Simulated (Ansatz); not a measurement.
Saddle search on Si$_{2}$H$_{7}$SF, singlet by partitioned rational-function steps on PBE0-D4/def2-TZVP gradients (Ansatz 0.2.0), from this start:

```
11
angstrom
Si -0.6889 -0.0003 -0.6612
F -0.0731 -1.6861 0.0419
H -0.6945 1.2682 -1.4847
H -1.9716 -0.6403 -1.0606
Si -0.2719 0.7653 1.5137
H 0.8292 -1.6614 -0.8953
S 1.1887 -0.7858 -2.0555
H -0.8636 -0.1385 2.5440
H 1.2167 0.7578 1.6913
H -0.7535 2.1652 1.7281
H 2.0823 -0.0443 -1.3616
```

```
step  energy less the last (meV)  largest force (eV/Å)  curvature followed (eV/Å²)
   1                        16.5                 0.232                       -6.59
   2                         5.9                 0.116                       -6.98
   3                         2.8                 0.156                       -6.98
   4                         1.0                 0.053                       -7.00
   5                         0.6                 0.028                       -6.99
   6                         0.8                 0.056                       -6.99
   7                         0.7                 0.068                       -6.99
   8                         0.4                 0.042                       -6.96
   9                         0.3                 0.014                       -6.95
  10                         0.2                 0.019                       -6.95
  11                         0.2                 0.015                       -6.94
  12                         0.1                 0.026                       -6.94
  13                         0.0                 0.014                       -6.94
  14                         0.0                 0.012                       -6.94
  15                         0.0                 0.009                       -6.94
```

The search ended at:

```
11
angstrom
Si -0.6614 -0.0071 -0.6588
F -0.1284 -1.7490 -0.0052
H -0.6735 1.2837 -1.4387
H -1.9438 -0.6146 -1.0830
Si -0.2518 0.7684 1.5094
H 0.7892 -1.6945 -0.9425
S 1.1700 -0.7513 -2.0284
H -0.7688 -0.1440 2.5607
H 1.2286 0.8765 1.6653
H -0.8292 2.1274 1.6953
H 2.0690 -0.0955 -1.2742
```
